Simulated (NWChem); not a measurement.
# CH4BeO; SMILES [CH3][Be][OH]

```xyz
7

Be    -0.0036     0.1367     0.0143
C     -0.0010    -1.5389     0.0023
H      0.0803    -1.9634     1.0181
H      0.8439    -1.9454    -0.5804
H     -0.9230    -1.9521    -0.4425
O     -0.0114     1.5385     0.0551
H      0.0683     2.4090    -0.3160
```
Atoms are numbered in this order, from 1.

Structure relaxed at the PBE0/def2-SVP level.

 Unshifted, non-relativistic core excitations; the lowest 4 roots alone, so stronger bands may lie above.

Task: List the first C K-edge excitations from PBE/cc-pVTZ, restricted-window TDA (NWChem).

Result: 
```json
[
 {"state": "S1", "energy (eV)": "267.6", "dipole oscillator strength": "0.0015", "leading excitation (squared amplitude)": "1s of atom 2 or its equivalents → LUMO (0.99)"},
 {"state": "S2", "energy (eV)": "268.4", "dipole oscillator strength": "0.0004", "leading excitation (squared amplitude)": "1s of atom 2 or its equivalents → LUMO+1 (1.00)"},
 {"state": "S3", "energy (eV)": "268.5", "dipole oscillator strength": "0.0004", "leading excitation (squared amplitude)": "1s of atom 2 or its equivalents → LUMO+2 (1.00)"},
 {"state": "S4", "energy (eV)": "269.0", "dipole oscillator strength": "0.0004", "leading excitation (squared amplitude)": "1s of atom 2 or its equivalents → LUMO+3 (0.98)"}
]
```
